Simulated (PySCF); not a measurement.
Geometries of 3 isomers of C2H7NOSi, from PBE0-D3(BJ)/def2-SVP geometry optimisation, gas phase (PySCF 2.14.0). One conformer each, no zero-point energy, no frequencies.

Question: Which is lowest in electronic energy at this level?
A.
```xyz
12
angstrom
C      2.006    0.261    0.271
C      0.511    0.360    0.448
O     -0.017    1.072    1.282
N     -0.267   -0.393   -0.388
Si    -2.022   -0.258   -0.188
H      2.298    0.628   -0.725
H      2.498    0.867    1.040
H      2.341   -0.784    0.355
H      0.178   -0.983   -1.081
H     -2.455   -0.719    1.159
H     -2.571   -1.179   -1.229
H     -2.496    1.127   -0.452
```
B.
```xyz
12
angstrom
C     -1.864   -0.485   -0.237
C     -1.040    0.657    0.273
N      0.217    0.756    0.308
Si     1.547   -0.269   -0.139
O      2.685   -0.168    1.066
H     -2.574   -0.816    0.539
H     -1.246   -1.337   -0.552
H     -2.475   -0.148   -1.091
H     -1.642    1.510    0.654
H      1.264   -1.730   -0.270
H      2.038    0.267   -1.444
H      2.802    0.717    1.425
```
C.
```xyz
12
angstrom
C     -1.680    0.217    0.670
C     -0.793   -0.894    0.177
O     -1.179   -2.039    0.078
Si     1.062   -0.572   -0.278
N      1.511    1.098   -0.226
H     -1.258    0.637    1.599
H     -1.696    1.045   -0.056
H     -2.697   -0.157    0.852
H      1.875   -1.274    0.758
H      1.261   -1.225   -1.609
H      1.314    1.735   -0.988
H      2.317    1.400    0.307
```

Answer: A. That is `O=C(N[SiH3])C`, 3.6 kcal/mol below the next.

| SMILES | atoms numbered as above | E (Eh) | relative (kcal/mol) | relative (kJ/mol) | dipole (D) |
| --- | --- | --- | --- | --- | --- |
| CC(=O)N[SiH3] | [CH3:1][C:2](=[O:3])[NH:4][SiH3:5] | -499.32866 | 0.0 | 0.0 | 3.51 |
| C/C=N\[SiH2]O | [CH3:1]/[CH:2]=[N:3]\[SiH2:4][OH:5] | -499.32295 | 3.6 | 15.0 | 2.37 |
| CC(=O)[SiH2]N | [CH3:1][C:2](=[O:3])[SiH2:4][NH2:5] | -499.29782 | 19.3 | 81.0 | 3.81 |

As drawn, the lowest has a C(=O)–N unit, which the highest lacks; the highest has an Si–C bond, which the lowest lacks.
